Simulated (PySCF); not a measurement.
Computed with PBE-D3(BJ)/def2-TZVP // B3LYP-D3(BJ)/def2-SVP run with PySCF 2.14.0. Gas-phase values, no solvent. One relaxed conformer stands for a flexible species; it need not be the lowest. Excitations are Tamm–Dancoff values on a coarser integration grid. The basis has no diffuse functions, so Rydberg states are missing or too high.

Reference species (SMILES): `c1c(ccnc1B)O` (neutral, multiplicity 1).

```yaml
HOMO–LUMO gap: 2.65 eV
S1–T1 gap (TDA): 0.28 eV
LUMO: -3.18 eV
S1 oscillator strength: 0.000
```

After one change: the HOMO–LUMO gap rises by 0.52 eV; the S1–T1 gap (TDA) rises by 0.29 eV; the LUMO goes up by 0.10 eV; the S1 oscillator strength hardly moves.

Problem. Name the change that produced these shifts. The new species is one of these.
A) `Bc1cnccc1O`
B) `Bc1cccnc1O`
C) `Bc1ncccc1O`

Solution. B, `Bc1cccnc1O`
